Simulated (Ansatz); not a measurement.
Compare A (`NB([SiH3])CF`) with its isomer B (`NC[SiH2]BF`).

Isolated molecules relaxed with PBE0-D4/def2-TZVP in Ansatz; ΔE leaves out vibrations. CCSD(T)/CBS is the MP2 limit (def2-TZVPP, def2-QZVPP) plus CCSD(T) − MP2 in def2-TZVPP, frozen cores. Functionals use def2-TZVPP. B3LYP here is the variant with VWN-RPA as its local correlation; programs differ in this. Each species was taken in one conformer, which may not be the lowest.

Which is lower in electronic energy at CCSD(T)/CBS, and by how much? (Estimate.)

Ansatz gave: A, by 5.6 kcal/mol.

Give E(B) − E(A) in kcal/mol with B2PLYP, HF/def2-TZVPP, MP2/def2-TZVPP, PBE0-D4, r2SCAN-D4, CCSD/def2-TZVPP, B3LYP. (Estimate.)

Ansatz gave: B2PLYP 6.4, HF/def2-TZVPP 4.2, MP2/def2-TZVPP 5.0, PBE0-D4 7.4, r2SCAN-D4 7.9, CCSD/def2-TZVPP 5.4, B3LYP 7.2. None reverses the order clearly.

Largest T1 diagnostic: 0.013.

In def2-TZVPP, CCSD(T) changes the Hartree–Fock value by +1.6 kcal/mol (the triples alone add +0.4 kcal/mol) and MP2 by +0.8 kcal/mol.
